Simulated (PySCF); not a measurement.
Ge(H)2(vinyl)(NH2) (C2H7GeN), SMILES C=[CH][GeH2][NH2]. Geometry: PBE-D3(BJ)/def2-SVP. This is a generated structure with no PubChem entry under its InChIKey; it may be hypothetical. Other conformers were not sampled.

Computed equilibrium geometry at PBE-D3(BJ)/def2-SVP (PySCF confirms it by a frequency run) as bond lengths and angles (one conformer of several):
Atoms: Ge1 N2 C3 C4 H5 H6 H7 H8 H9 H10 H11. Bonded distances (Å): Ge1–N2 1.864, Ge1–C3 1.960, Ge1–H5 1.553, Ge1–H6 1.553, N2–H7 1.028, N2–H8 1.028, C3–C4 1.347, C3–H9 1.106, C4–H10 1.105, C4–H11 1.105. Bond angles (°): N2–Ge1–C3 115.4, N2–Ge1–H5 105.0, N2–Ge1–H6 107.0, C3–Ge1–H5 110.5, C3–Ge1–H6 107.2, H5–Ge1–H6 111.7, Ge1–N2–H7 112.1, Ge1–N2–H8 112.0, H7–N2–H8 106.8, Ge1–C3–C4 122.6, Ge1–C3–H9 118.5, C4–C3–H9 118.9, C3–C4–H10 121.7, C3–C4–H11 122.4, H10–C4–H11 116.0.
